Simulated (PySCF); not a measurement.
C5H7Cl.

```xyz
13

C     -2.1725    -0.1700    -1.2816
C     -1.4110     0.0518     0.0000
C     -2.1725    -0.1700     1.2816
C     -0.1451     0.4223     0.0000
C      1.1098     0.7910     0.0000
Cl     2.4476    -0.3520     0.0000
H     -2.5531    -1.2052    -1.3224
H     -1.5501     0.0104    -2.1680
H     -3.0521     0.4954    -1.3243
H     -1.5501     0.0104     2.1680
H     -3.0521     0.4954     1.3243
H     -2.5531    -1.2052     1.3224
H      1.4490     1.8318     0.0000
```

The structure is a stationary point at r2SCAN-D4/def2-SVP.

Computed with B3LYP/pcSseg-1 in PySCF. Non-relativistic, no solvent.

Task: Give the absolute GIAO shielding of each atom: isotropic value and principal components (ppm). (Estimate from the structure and the level; the computed values follow.)

Result: 
| atom | σ(iso) | σ11 | σ22 | σ33 | span |
|---|---|---|---|---|---|
| C1 | 155.1 | 142.9 | 144.8 | 177.5 | 34.6 |
| C2 | 62.4 | -22.4 | 56.7 | 153.0 | 175.4 |
| C3 | 155.1 | 142.9 | 144.8 | 177.5 | 34.6 |
| C4 | -38.5 | -69.0 | -32.4 | -14.1 | 55.0 |
| C5 | 78.7 | 16.8 | 91.4 | 127.9 | 111.2 |
| Cl6 | 741.2 | 619.3 | 622.5 | 981.7 | 362.5 |
| H7 | 29.6 | 26.3 | 27.7 | 34.7 | 8.4 |
| H8 | 29.4 | 25.4 | 28.5 | 34.3 | 9.0 |
| H9 | 29.6 | 26.2 | 27.7 | 34.9 | 8.7 |
| H10 | 29.4 | 25.4 | 28.5 | 34.3 | 9.0 |
| H11 | 29.6 | 26.2 | 27.7 | 34.9 | 8.7 |
| H12 | 29.6 | 26.3 | 27.7 | 34.7 | 8.4 |
| H13 | 25.3 | 20.4 | 25.7 | 29.9 | 9.5 |
